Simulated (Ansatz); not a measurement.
[MnF6]2- (MnF₆²⁻). The state is a quartet with charge -2. Geometry PBE-D4/def2-SVPD; atoms count from 1.

Cartesian coordinates in Å:
```
Mn 0.000 0.000 0.000
F -0.255 -1.794 -0.415
F 0.255 1.794 0.415
F 1.325 0.112 -1.299
F -1.325 -0.112 1.299
F 1.279 -0.474 1.263
F -1.279 0.474 -1.263
```

A multiply charged anion in the gas phase is held together partly by the finite basis. The highest occupied level of the charge -2 quartet lies above zero (up to 0.02 eV). The electron is either unbound and held by the finite basis, or the level is raised by self-interaction error.

Estimate the Mulliken populations from the PBE0/def2-TZVPD orbitals of Ansatz.


```csv
atom,charge (e),spin (α − β),d electrons
Mn1,1.24,3.11,4.78
F2,-0.54,-0.02,–
F3,-0.54,-0.02,–
F4,-0.54,-0.02,–
F5,-0.54,-0.02,–
F6,-0.54,-0.02,–
F7,-0.54,-0.02,–
```
Mulliken values depend strongly on the basis. With diffuse functions, as here, like atoms can get unlike values, and bond orders can come out too low or too high.

Where does the spin sit?

Summed by element: Mn 3.11, F -0.11, of 3 unpaired in all. Largest on single atoms: Mn1 3.11, F2 -0.02, F5 -0.02.

And the Mayer bond orders between heavy atoms (over 0.3)?

Mn1–F2 0.62 (1.86 Å); Mn1–F3 0.62 (1.86 Å); Mn1–F4 0.62 (1.86 Å); Mn1–F5 0.62 (1.86 Å); Mn1–F6 0.62 (1.86 Å); Mn1–F7 0.62 (1.86 Å).
